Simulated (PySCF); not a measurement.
(OH)3Hf-O-SiH3 (singlet state).
Bonds: Hf1–O2, Hf1–O3, Hf1–O4, Hf1–O5, O5–Si6. Hydrogens: H7 on O2; H8 on O3; H9 on O4; H10, H11, H12 on Si6.

Computed, not measured: PBE0-D3(BJ)/def2-SVP geometry optimisation, gas phase, def2 core potentials past Kr in PySCF 2.14.0.

(1) How far are the bound atoms from Hf1?

(2) List the angles at Hf1.

(3) What is the shape at Hf1?

(4) What are the other bond lengths?

(5) Give some angles away from the centre.

Results:

(1) 4 atoms: O3 1.927 Å, O2 1.928 Å, O4 1.928 Å, O5 1.963 Å. The nearest atom not counted as bound is H7, at 2.88 Å (others tie with it).

(2) 
| angle | degrees | distance of the outer atoms (Å) |
| --- | --- | --- |
| O2–Hf1–O4 | 110.8 | 3.17 |
| O3–Hf1–O4 | 110.3 | 3.16 |
| O2–Hf1–O3 | 110.0 | 3.16 |
| O3–Hf1–O5 | 109.0 | 3.17 |
| O4–Hf1–O5 | 108.4 | 3.16 |
| O2–Hf1–O5 | 108.3 | 3.15 |

(3) Tetrahedral: angles from 108.3° to 110.8°; τ4 = (360° − α − β)/141° = 0.99 with α and β the two widest (0 for a square, 1 for a tetrahedron). The Hf–O distances aren't all alike: 1.927 to 1.963 Å.

(4) O2–H7, O3–H8, O4–H9 0.953 Å; O5–Si6 1.649 Å; Si6–H10, Si6–H11, Si6–H12 1.496 Å.

(5) Hf1–O5–Si6 177.9°.

Point group: near C3v, missed by 0.15 Å at most; the miss may be what the optimiser left on a soft mode (C3 holds within 0.08 Å). Charge 0, singlet. No frequency check.

On Arm Neoverse V2, one thread, no GPU (shared host), this took 3.2 min of wall time and 0.50 GiB of memory at its peak. These figures are those of the optimisation.
